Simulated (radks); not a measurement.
Results of a calculation; reference values are marked as such.
The krypton ion Kr2+, 34 electrons, occupied as [Ar] 3d10 4s2 4p4. Code: a radial shooting solver on a logarithmic mesh with Libxc functionals. Model: scalar-relativistic Kohn-Sham, PBE, spin-polarised, spherical densities, finite nucleus; open shells are filled with parallel spins first; Fermi nuclear charge, rms radius 4.1884 fm.

Local quantities along the radius. ELF = 1/(1 + alpha^2) is the electron localisation function; alpha = (tau - tau_W)/tau_unif compares the Pauli kinetic energy density with that of the uniform gas (summed over spins). tau is taken from the large components.

| r (bohr) | ELF | alpha |
|---|---|---|
| 0.002149 | 1.000 | 0.01990 |
| 0.002866 | 1.000 | 0.02072 |
| 0.003823 | 1.000 | 0.02230 |
| 0.005058 | 0.999 | 0.02487 |
| 0.006747 | 0.999 | 0.02919 |
| 0.008998 | 0.999 | 0.03646 |
| 0.012 | 0.998 | 0.04927 |
| 0.01601 | 0.995 | 0.07375 |
| 0.02135 | 0.985 | 0.1255 |
| 0.02848 | 0.942 | 0.2479 |
| 0.03798 | 0.764 | 0.5556 |
| 0.05025 | 0.426 | 1.161 |
| 0.06702 | 0.301 | 1.524 |
| 0.08939 | 0.505 | 0.9898 |
| 0.1192 | 0.751 | 0.5752 |
| 0.159 | 0.755 | 0.5691 |
| 0.2121 | 0.423 | 1.167 |
| 0.2829 | 0.272 | 1.635 |
| 0.3773 | 0.618 | 0.7870 |
| 0.4992 | 0.778 | 0.5341 |
| 0.6658 | 0.656 | 0.7235 |
| 0.8881 | 0.263 | 1.674 |
| 1.184 | 0.323 | 1.449 |
| 1.58 | 0.778 | 0.5349 |
| 2.107 | 0.791 | 0.5141 |
| 2.81 | 0.467 | 1.068 |
| 3.748 | 0.065 | 3.777 |
| 4.959 | 0.002 | 23.43 |

On this mesh the ELF has minima near r = 0.067, 0.28, 1.0 bohr, which separate the shells, and maxima near 0.14 (0.79), 0.50 (0.78), 1.8 (0.82).
